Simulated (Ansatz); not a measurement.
C6H13N, SMILES `C1CCCNCC1`, relaxed with RKS PBE0-D4/def2-TZVP in Ansatz from a GFN2-xTB geometry. The force threshold is 0.005 eV/Å; the program also tests the step.

The species carries charge 0 and has multiplicity 1.

Start:

```xyz
20

C    -1.419    0.834    0.192
C    -0.036    1.491    0.254
C     0.989    0.924   -0.730
C     1.715   -0.313   -0.175
N     0.946   -1.535   -0.087
C    -0.289   -1.449    0.666
C    -1.420   -0.681   -0.037
H    -1.937    1.054    1.129
H    -2.000    1.296   -0.611
H    -0.165    2.560    0.066
H     0.370    1.395    1.264
H     1.745    1.687   -0.930
H     0.509    0.681   -1.680
H     2.079   -0.084    0.833
H     2.586   -0.530   -0.800
H     0.742   -1.882   -1.020
H    -0.066   -1.003    1.637
H    -0.618   -2.480    0.838
H    -2.382   -1.075    0.299
H    -1.350   -0.891   -1.108
```

```csv
step,energy (eV),largest force (eV/Å),largest move (Å)
1,-7917.7537,0.437,0.000
2,-7917.7746,0.156,0.047
3,-7917.7781,0.051,0.023
4,-7917.7787,0.026,0.018
5,-7917.7789,0.017,0.020
6,-7917.7789,0.007,0.002
7,-7917.7789,0.001,0.003
```

End:

```xyz
20

C    -1.417    0.832    0.178
C    -0.041    1.494    0.241
C     1.008    0.943   -0.719
C     1.712   -0.309   -0.193
N     0.946   -1.532   -0.086
C    -0.297   -1.467    0.658
C    -1.433   -0.687   -0.007
H    -1.956    1.088    1.096
H    -1.996    1.282   -0.636
H    -0.174    2.566    0.068
H     0.359    1.410    1.258
H     1.777    1.706   -0.881
H     0.567    0.742   -1.704
H     2.111   -0.076    0.803
H     2.579   -0.528   -0.823
H     0.766   -1.910   -1.008
H    -0.078   -1.058    1.651
H    -0.630   -2.497    0.821
H    -2.392   -1.069    0.358
H    -1.410   -0.931   -1.076
```

Run time 35 s (2 threads of an AMD EPYC 7R13 on a shared host and a share of an NVIDIA H100 80 GB); peak host memory 0.93 GiB.
